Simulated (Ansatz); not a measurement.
`[CH3][Ge]([Cl])([Cl])[Cl]` + H₂ → `[Cl][GeH]([Cl])[Cl]` + CH₄ at 500 K and 1 bar (hydrogenolysis of a Ge–C bond).

Calculated with Ansatz (gas phase, PBE0-D4/def2-TZVP geometries, no zero-point term in ΔE). CCSD(T)/CBS is the MP2 limit (def2-TZVPP, def2-QZVPP) plus CCSD(T) − MP2 in def2-TZVPP, frozen cores. This one scheme is used for every species. For Ge outer-core shells are correlated without core-valence functions, which leaves a few kJ/mol of doubt a bond. Scalar relativity is left out up to krypton.

```json
{"species": "`[CH3][Ge]([Cl])([Cl])[Cl]`", "CCSD(T)/CBS energy (Eh)": "-3495.45170", "H − E (kJ/mol)": "155.3", "S (J/(mol·K))": "430.6"}
{"species": "H₂", "CCSD(T)/CBS energy (Eh)": "-1.17544", "H − E (kJ/mol)": "41.0", "S (J/(mol·K))": "145.5"}
{"species": "`[Cl][GeH]([Cl])[Cl]`", "CCSD(T)/CBS energy (Eh)": "-3456.16971", "H − E (kJ/mol)": "67.7", "S (J/(mol·K))": "374.5"}
{"species": "CH₄", "CCSD(T)/CBS energy (Eh)": "-40.46206", "H − E (kJ/mol)": "135.6", "S (J/(mol·K))": "206.8"}
```

H − E and S are ideal-gas, rigid-rotor, harmonic terms from PBE0-D4/def2-TZVP. The MP2-based limit puts H₂ 0.8 mEh under its directly extrapolated value; such offsets cancel only in part. 1 Eh = 2625.50 kJ/mol, R = 8.31446 J/(mol·K).

Question: By hand: ΔE, ΔH, ΔS and ΔG.

Answer: ΔE = (-3456.16971) + (-40.46206) − (-3495.45170) − (-1.17544) = -0.00463 Eh = -12.2 kJ/mol. Δ(H − E) = 67.7 + 135.6 − 155.3 − 41.0 = 7.0, so ΔH = -5.2 kJ/mol. ΔS = 374.5 + 206.8 − 430.6 − 145.5 = 5.2 J/(mol·K). ΔG = -5.2 − 500 × (5.2)/1000 = -7.8 kJ/mol.

Question: By hand: the equilibrium constant, and the temperature at which ΔG would vanish if ΔH and ΔS stayed fixed.

Answer: log₁₀ K = −ΔG/(RT ln 10) = 0.8. ΔH and −TΔS have one sign here, so there is no such temperature. One of them is within its doubt of zero, so this could turn.

TΔS isn't small against ΔH here. A doubt of 5 kJ/mol in ΔE shifts log₁₀ K by 0.5 here. These are equilibria of isolated gas molecules and say nothing of rates. Largest T1 diagnostic: 0.009 (customary marks: 0.02 for closed shells, 0.045 for open ones).
